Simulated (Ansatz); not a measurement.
Molecule: MoH5, charge 0, multiplicity 2. The spin state was set by rule; other spins were not relaxed. 
Geometry from a B3LYP-D3(BJ)/def2-TZVP (Ansatz, an electronic-structure program) optimisation:
SMILES: [MoH5]
```xyz
6

Mo     0.0359     0.0055    -0.0157
H      0.5949     1.3471    -0.9116
H     -1.0824     0.3815     1.1428
H      0.7019    -0.1992     1.5155
H     -1.5709    -0.3261    -0.2217
H     -0.1505    -1.4341    -0.8658
```
Charge 0, spin multiplicity 2.

Dipole moments at this geometry, in debye (magnitudes).

```tsv
level	program	dipole (D)
SVWN5/def2-TZVPD	Ansatz	1.13
BLYP/def2-TZVPD	Ansatz	(withheld)
B3LYP/def2-TZVPD	Ansatz	1.20
PBE0/def2-TZVPD	Ansatz	1.21
r2SCANh/def2-TZVPD	Ansatz	1.23
HSE06/def2-TZVPD	Ansatz	1.20
CAM-B3LYP/def2-TZVPD	Ansatz	1.20
LC-wPBE/def2-TZVPD	Ansatz	1.23
wB97M-V/def2-TZVPD	Ansatz	1.20
CCSD(T)/def2-SVPD	Ansatz	(withheld)
```

### Question
Complete the blanks.

### Answer

- BLYP/def2-TZVPD, dipole (D): 1.18
- CCSD(T)/def2-SVPD, dipole (D): 1.25
